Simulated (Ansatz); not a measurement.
Species: C9H7BFN, SMILES `Bc1cc(F)c2ccccc2n1` (charge 0, multiplicity 1).

**Question.** Give a relaxed geometry from B3LYP-D3(BJ)/def2-SVP in Ansatz (a program for electronic structure).

**Answer.** This is not unique; one that fits is the end point of this relaxation, one of several conformers (outside a Z-matrix the atoms follow the SMILES, hydrogens last).
Z-matrix (Å, degrees):
```
C
N 1 1.3525
C 2 1.3379 1 119.34
C 1 1.4254 2 118.86 3 179.94
C 4 1.3766 1 120.63 2 180.00
H 4 1.0911 5 122.24 1 -179.99
H 5 1.0924 4 120.03 6 0.00
C 5 1.4202 7 119.38 4 180.00
C 8 1.3788 5 120.67 7 -180.00
H 9 1.0909 8 121.18 5 -180.00
H 8 1.0924 9 119.86 10 0.01
C 9 1.4183 10 119.09 8 179.99
C 12 1.4151 9 123.69 10 -0.03
F 13 1.3371 12 118.45 9 0.02
C 13 1.3716 14 120.70 12 179.98
H 15 1.0908 13 120.21 14 -0.03
B 3 1.5564 2 117.56 1 -179.95
H 17 1.2020 3 119.85 2 -0.36
H 17 1.2074 18 120.50 3 180.00
```
